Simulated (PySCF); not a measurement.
Ga(OH)3(HOMe), CH7GaO4, singlet, PBE0/def2-SVP optimised geometry.

```
13

Ga    -1.50    -0.10     0.00
O     -1.22    -0.86    -1.63
H     -1.80    -0.53    -2.33
O     -1.81     1.67     0.00
H     -2.30     1.96     0.77
O     -2.10    -1.03     1.40
H     -2.00    -1.98     1.29
C      1.31     1.10     0.28
O      0.59    -0.10     0.00
H      2.30     1.05    -0.19
H      1.44     1.15     1.37
H      0.75     1.98    -0.06
H      0.58    -0.31    -0.95
```

Density from PySCF with PBE0/def2-TZVP at that geometry.

Minimum of the electron density along straight lines between bonded atoms, close to the bond critical point (lines longer than 1.1 times the sum of covalent radii, or with two minima, are not listed):

```
bond    length / Å  ρ at the minimum / e bohr⁻³  ∇²ρ there / e bohr⁻⁵  position (fraction from the first atom)
------  ----------  ---------------------------  --------------------  ---------------------------------------
Ga1–O2       1.821                        0.124                  0.65                                     0.48
O2–H3        0.961                        0.358                 -2.40                                     0.80
Ga1–O4       1.796                        0.132                  0.70                                     0.48
O4–H5        0.962                        0.358                 -2.38                                     0.80
Ga1–O6       1.787                        0.135                  0.71                                     0.48
O6–H7        0.962                        0.358                 -2.39                                     0.80
C8–O9        1.422                        0.247                 -0.44                                     0.35
C8–H10       1.100                        0.280                 -0.98                                     0.65
C8–H11       1.098                        0.282                 -1.00                                     0.65
C8–H12       1.100                        0.282                 -0.99                                     0.66
O9–H13       0.978                        0.342                 -2.38                                     0.82
```
